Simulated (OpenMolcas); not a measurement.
## Exact exchange and the vertical energy of the quartet above the doublet of SnH2F

The species is SnH2F (4 atoms), meant as a doublet with charge 0. As SMILES, `[F][SnH2]`. The shape is that of a PBE0-D4/def2-TZVP optimisation.

The vertical energy of the quartet above the doublet y, in eV, basis def2-TZVPP with a core potential; a is the functional's share of exact exchange. Programs: OpenMolcas 26.06.

```
functional     program     a  y (eV)
     UBLYP  OpenMolcas     0    6.01
  U-revPBE  OpenMolcas     0    5.96
    UB3LYP  OpenMolcas   0.2       ?
     UPBE0  OpenMolcas  0.25    6.27
    UBHLYP  OpenMolcas   0.5    6.67
```

Fit y = c + s·a to the known rows and predict UB3LYP.


1. Means of the 4 rows: a = 0.1875, y = 6.228.
2. Σ(Δa)² = 0.17188, Σ(Δa·Δy) = 0.23187, so the slope is 0.23187/0.17188 = 1.349.
3. Intercept: 6.228 − (1.349) × 0.1875 = 5.975. The largest residual of the fit is 0.042.
4. UB3LYP: 5.975 + (1.349) × 0.2 = 6.24 eV.

The run gave 6.32 eV, so the prediction is off by -0.08 eV, more than the largest residual. Spin-orbit coupling is left out.
